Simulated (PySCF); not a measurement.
C5H16N2Si2.
Cartesian coordinates in Å at the PBE0-D3(BJ)/def2-SVP level; atoms count from 1:
```xyz
25
C5H16N2Si2 angstrom
C     -2.0624    0.4779    1.6134
Si    -1.3108    0.3896   -0.1007
N     -1.7008    1.8068   -1.0192
Si    -2.2111   -1.4082   -1.3298
N      0.4060    0.1803    0.1043
C      1.3539    0.3364   -0.9867
C      2.7094    0.3081   -0.2915
C      2.4768   -0.7272    0.8033
C      1.0460   -0.4336    1.2628
H     -3.1514    0.6163    1.5384
H     -1.8705   -0.4409    2.1884
H     -1.6443    1.3265    2.1788
H     -1.7435    1.7618   -2.0302
H     -1.3810    2.7194   -0.7109
H     -1.6966   -1.4033   -2.7400
H     -1.7945   -2.7124   -0.7175
H     -3.7085   -1.4007   -1.4034
H      1.1734    1.2743   -1.5380
H      1.2930   -0.4881   -1.7299
H      2.9213    1.2944    0.1537
H      3.5391    0.0558   -0.9682
H      2.5323   -1.7398    0.3710
H      3.2065   -0.6778    1.6247
H      1.0451    0.2529    2.1315
H      0.5391   -1.3590    1.5932
```

All values: PBE0/pcSseg-1 (PySCF, non-relativistic), on one gas-phase PBE0-D3(BJ)/def2-SVP geometry that isn't relaxed in the solvent. The solvent is an IEF-PCM continuum (cavity from Bondi-type radii × 1.2). The model holds no explicit solvent molecules, cavitation or dispersion.

Gas phase at PBE0/pcSseg-1: HOMO -5.83 eV, LUMO 0.68 eV, dipole 2.17 D.

What does the continuum do to the energy, the frontier levels and the dipole at PBE0/pcSseg-1 in tetrahydrofuran and dichloromethane?

```tsv
solvent	ε	E(solvent) − E(gas) (kcal/mol)	polarisation term (kcal/mol)	distortion of the solute (kcal/mol)	HOMO (eV)	LUMO (eV)	dipole (D)
tetrahydrofuran	7.426	-3.12	-3.34	0.22	-5.75	0.73	2.59
dichloromethane	8.93	-3.25	-3.49	0.24	-5.75	0.73	2.60
```

Polarisation term: ½ Σ q·V over the induced surface charges. Distortion: the rise of the solute's own energy as its density leaves the gas-phase optimum. From tetrahydrofuran to dichloromethane the lowering changes by a factor 1.04, Onsager's factor (ε − 1)/(2ε + 1) by 1.04 and ε itself by 1.2.

Which radius a makes the point-dipole formula ΔE = −[(ε − 1)/(2ε + 1)]·μ²/a³ give the value in dichloromethane, with the gas-phase dipole?

μ = 0.852 au and |ΔE| = 0.00518 Eh give a = 2.06 Å; the farthest nucleus lies 4.20 Å from the centroid of the nuclei, so such a sphere wouldn't even hold the nuclei. The formula assumes a rigid point dipole at the centre of a sphere.

Give the dipole vector in the frame of the coordinates (D, pointing from negative to positive charge), gas and dichloromethane.

Gas (1.67, 1.33, 0.36), solvent (2.03, 1.57, 0.43). Its length changes by +20 % and its direction by 1°.

Which Hirshfeld charges (PBE0/pcSseg-1) respond most in dichloromethane (means over atoms taken as equivalent)?

```tsv
atoms	environment	gas (e)	solvent (e)	change
H13/H14	N–H hydrogen	+0.114	+0.121	+0.007
N3	silicon-bound nitrogen	-0.318	-0.324	-0.006
H15/H16/H17	Si–H hydrogen	-0.082	-0.086	-0.004
Si4	SiH3 silicon	+0.176	+0.172	-0.004
C1	Si-methyl carbon	-0.216	-0.218	-0.002
H21/H23	methylene hydrogen	+0.042	+0.044	+0.002
H18/H25	methylene hydrogen	+0.032	+0.034	+0.002
N5	silicon-bound nitrogen	-0.186	-0.188	-0.002
H10/H11/H12	methyl hydrogen	+0.042	+0.043	+0.001
Si2	four-coordinate silicon	+0.361	+0.360	-0.001
C6/C9	sp3 carbon bound to nitrogen	-0.027	-0.028	-0.001
H19/H24	methylene hydrogen	+0.025	+0.026	+0.001
```

How do the nuclear quadrupole coupling constants eQVzz/h respond in dichloromethane?

| nucleus | Q (barn) | gas (MHz) | solvent (MHz) | η gas | η solvent |
| --- | --- | --- | --- | --- | --- |
| 14N at N3 | 0.02044 | -4.62 | -4.44 | 0.33 | 0.31 |
| 14N at N5 | 0.02044 | -5.51 | -5.45 | 0.45 | 0.45 |

On one thread of an Arm Neoverse V2, no GPU, shared host with 96 logical CPUs at a one-minute load of 84, this took 73 s and 1.6 GiB of memory at its peak. This is the whole shielding run at PBE0/pcSseg-1 in dichloromethane, SCF included.
